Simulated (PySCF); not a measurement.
Computed shifts of a molecule C3H8OSi, PBE0/pcSseg-1 run with PySCF, GIAO, gas phase, atoms alike by connectivity averaged where their shifts nearly agree, in ppm (number of nuclei): ²⁹Si: 6.1 (1). ¹³C: 25.5 (1), 24.4 (1), 16.5 (1). ¹H: 5.55 (1), 2.30 (1), 2.24 (1), 1.84 (1), 1.77 (1), 1.64 (1), 1.63 (1), 1.58 (1). References: ¹⁷O against H2O (σ = 334.2 ppm); ²⁹Si against TMS (σ = 352.7 ppm); ¹³C against TMS (σ = 186.3 ppm); ¹H against TMS (σ = 31.56 ppm), references at their B3LYP-D3(BJ)/def2-TZVP geometries, non-relativistic. The structure is a stationary point at B3LYP-D3(BJ)/def2-SVP. Other conformers were not sampled.

Task: Identify the compound among the candidates.
A) C=C[SiH2]CO
B) [SiH3]OC1CC1
C) C=C[SiH2]OC
D) O[SiH]1CCC1

Result: D, O[SiH]1CCC1
